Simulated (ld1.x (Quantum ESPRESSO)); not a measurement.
# How hard is this Li (Z = 3) RRKJ potential?

Li, norm-conserving RRKJ (Kleinman–Bylander form), made with ld1.x (Quantum ESPRESSO) 7.5 (LDA (PZ), scalar-relativistic). Core none, reference 1s2 2s0.75 2p0 (charge +0.25). Waves: 2p (bound, empty): rc 4.20 bohr; 3d channel at 0.1 Ry: rc 4.55 bohr; 1s (bound): rc 0.65 bohr. Local part: the s channel. Core correction: none.

Occupied shells without a wave of their own: 2s. They enter only through the test configuration that unscreens the potential.

The pseudo-atom Hamiltonian at the reference potential is diagonalised in spherical Bessel functions j_l(qr) that vanish at 20 bohr, with q² up to the cutoff. All-electron valence levels (Ry): 2p -0.1627, 1s -3.8910, 2s -0.3001.

How do the lowest levels (Ry) of each channel move with the cutoff, and are there ghosts?

| cutoff (Ry) | p #1 | p #2 | d #1 | d #2 | s #1 | s #2 | f #1 | Σ f·Δε (mRy) |
| --- | --- | --- | --- | --- | --- | --- | --- | --- |
| 8 | -0.1627 | -0.0040 | 0.0015 | 0.0891 | -1.8578 | -0.2038 | 0.0645 | 4138.3 |
| 15 | -0.1627 | -0.0040 | 0.0015 | 0.0891 | -2.3423 | -0.2321 | 0.0645 | 3148.0 |
| 25 | -0.1627 | -0.0040 | 0.0015 | 0.0891 | -2.8047 | -0.2555 | 0.0645 | 2205.6 |
| 35 | -0.1627 | -0.0040 | 0.0015 | 0.0891 | -3.1254 | -0.2699 | 0.0645 | 1553.5 |
| 50 | -0.1627 | -0.0040 | 0.0015 | 0.0891 | -3.4520 | -0.2832 | 0.0645 | 890.3 |
| 70 | -0.1627 | -0.0040 | 0.0015 | 0.0891 | -3.6699 | -0.2914 | 0.0645 | 448.4 |
| 100 | -0.1627 | -0.0040 | 0.0015 | 0.0891 | -3.8168 | -0.2967 | 0.0645 | 150.6 |
| 140 | -0.1627 | -0.0040 | 0.0015 | 0.0891 | -3.8786 | -0.2989 | 0.0645 | 25.4 |
| 180 | -0.1627 | -0.0040 | 0.0015 | 0.0891 | -3.8887 | -0.2993 | 0.0645 | 4.7 |
| 260 | -0.1627 | -0.0040 | 0.0015 | 0.0891 | -3.8897 | -0.2994 | 0.0645 | 2.9 |
| 400 | -0.1627 | -0.0040 | 0.0015 | 0.0891 | -3.8911 | -0.2994 | 0.0645 | 0.0 |

Result: no extra level below or beside the all-electron valence levels (p, d, s, f tested); 10 mRy is reached at 180 Ry and 1 mRy at over 300 Ry.
